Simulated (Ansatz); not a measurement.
`[SiH3][Al]([Cl])[SnH3]`. Charge 0, multiplicity 1. Sn: def2 effective core potential.

Cartesian coordinates in Å:
```
Si 1.790 1.267 -0.703
Al -0.056 0.512 0.724
Cl -0.391 1.575 2.514
Sn -1.689 -1.527 0.239
H 2.769 0.157 -0.888
H 1.269 1.626 -2.053
H 2.509 2.443 -0.144
H -0.818 -2.994 0.095
H -2.863 -1.746 1.459
H -2.520 -1.314 -1.242
```

(1) List the harmonic frequencies (cm⁻¹, unscaled) at PBE0-D4/def2-TZVP in Ansatz. (An estimate is asked.)

Results:

(1) Computed: 32i, 22i, 64, 94, 118, 217, 326, 335, 411, 432, 470, 541, 668, 731, 734, 850, 933, 934, 1918, 1921, 1936, 2198, 2206, 2223.
